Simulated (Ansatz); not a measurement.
`CO/C=C/[SiH3]` + H₂ → `C=COC` + SiH₄ at 700 K and 1 bar (hydrogenolysis of a C–Si bond).

Calculated with Ansatz (gas phase, PBE0-D4/def2-TZVP geometries, no zero-point term in ΔE). CCSD(T)/CBS is the MP2 limit (def2-TZVPP, def2-QZVPP) plus CCSD(T) − MP2 in def2-TZVPP, frozen cores. This one scheme is used for every species. One conformer a species, not always the lowest.

| species | CCSD(T)/CBS energy (Eh) | H − E (kJ/mol) | S (J/(mol·K)) |
| --- | --- | --- | --- |
| `CO/C=C/[SiH3]` | -483.18381 | 349.1 | 468.0 |
| H₂ | -1.17544 | 46.8 | 155.3 |
| `C=COC` | -192.89987 | 283.2 | 373.9 |
| SiH₄ | -291.46306 | 115.5 | 252.9 |

H − E and S are ideal-gas, rigid-rotor, harmonic terms from PBE0-D4/def2-TZVP, for one conformer and one mirror image of each species. For small species the MP2-based limit differs from directly extrapolated CCSD(T) by up to some mEh (0.8 for H₂); such offsets cancel only in part. 1 Eh = 2625.50 kJ/mol, R = 8.31446 J/(mol·K).

Q: By hand: ΔE, ΔH, ΔS and ΔG.

A: ΔE = (-192.89987) + (-291.46306) − (-483.18381) − (-1.17544) = -0.00368 Eh = -9.7 kJ/mol. Δ(H − E) = 283.2 + 115.5 − 349.1 − 46.8 = 2.8, so ΔH = -6.9 kJ/mol. ΔS = 373.9 + 252.9 − 468.0 − 155.3 = 3.5 J/(mol·K). ΔG = -6.9 − 700 × (3.5)/1000 = -9.4 kJ/mol.

Q: By hand: the equilibrium constant, and the temperature at which ΔG would vanish if ΔH and ΔS stayed fixed.

A: log₁₀ K = −ΔG/(RT ln 10) = 0.7. ΔH and −TΔS have one sign here, so there is no such temperature. One of them is within its doubt of zero, so this could turn.

TΔS isn't small against ΔH here. A doubt of 5 kJ/mol in ΔE shifts log₁₀ K by 0.4 here. Other conformers and mirror images would add mixing entropy, several J/(mol·K) or more a flexible species. These are equilibria of isolated gas molecules and say nothing of rates. Largest T1 diagnostic: 0.013 (customary marks: 0.02 for closed shells, 0.045 for open ones).
